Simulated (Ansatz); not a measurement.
Cost and result for the atomization energy of CH₆BFOSi, SMILES `B[Si](C)(O)F` (11 atoms, 10 bonds).

```tsv
atom	x (Å)	y (Å)	z (Å)
B1	1.938	-0.141	0.103
Si2	0.040	0.218	-0.461
C3	-1.180	0.114	0.940
O4	-0.279	-0.861	-1.658
F5	-0.128	1.698	-1.071
H6	2.778	0.708	0.128
H7	2.255	-1.236	0.465
H8	-1.175	-0.882	1.389
H9	-0.949	0.844	1.720
H10	-2.193	0.323	0.582
H11	-1.107	-0.783	-2.137
```

Charge 0, multiplicity 1. Geometry: relaxed with PBE0-D4/def2-TZVP. It is one conformer, not always the lowest. Program: Ansatz. All runs use 4 threads of an Arm Neoverse V1 on a shared host. Times are those of one run each, without the atoms' runs, and a repeat can differ threefold. Electronic energies, without spin–orbit coupling; frozen cores. CCSD(T)/CBS adds CCSD(T) − MP2 in def2-TZVPP to the MP2 limit, and its time is that of the two runs behind it. T1 = 0.011. HSE06 is the plane-wave form, built on full-range PBE exchange.

CCSD(T)/CBS is a level of theory with its own doubt, some kJ/mol a heavy atom from the limit and from the frozen cores, so smaller differences don't rank the functionals.

```tsv
level	functions	wall time	atomization (kJ/mol)	difference from CCSD(T)/CBS	per bond
LDA (SPW92)/def2-TZVPP	250	1.2 s	4694.9	528.6	52.9
revPBE-D4/def2-TZVPP	250	1.9 s	4099.0	-67.3	-6.7
BLYP-D4/def2-TZVPP	250	2.1 s	4138.7	-27.6	-2.8
PBE0-D4/def2-TZVPP	250	2.7 s	4139.5	-26.8	-2.7
BHLYP-D4/def2-TZVPP	250	2.9 s	4058.4	-107.9	-10.8
HSE06-D4/def2-TZVPP	250	3 s	4141.7	-24.6	-2.5
CAM-B3LYP-D4/def2-TZVPP	250	3.2 s	4185.2	18.9	1.9
CCSD(T)/def2-SVP	104	4.7 s	3892.4	-273.9	-27.4
PBE-QIDH/def2-TZVPP	250	5.5 s	4129.3	-37.0	-3.7
ωB97X-V/def2-TZVPP	250	7.5 s	4172.0	5.7	0.6
MP2/def2-QZVPP	478	27 s	4201.2	34.9	3.5
CCSD(T)/def2-TZVPP	250	2.6 min	4060.1	-106.2	-10.6
CCSD(T)/CBS(def2)	–	3 min	4166.3	0.0	0.0
```

Leaving LDA and LC-ωPBE aside and taking each functional with its dispersion term where it has one, the values, not all of them listed here, spread over 138.5 kJ/mol, from BHLYP-D4 to PBE-D4. LDA lies +518.3 kJ/mol from PBE without D4, its usual overbinding. From r2SCAN to r2SCAN0 (25 % exact exchange), in def2-TZVPP and without D4, the atomization energy moves by −59.5 kJ/mol: exact exchange takes away binding that semilocal exchange gives to molecules. At CCSD(T), def2-SVP lies −274.0 kJ/mol from the extrapolated value and def2-TZVPP −106.3 kJ/mol: correlation converges slowly with the basis, and small sets miss more of it in the bonded molecule than in its fragments.
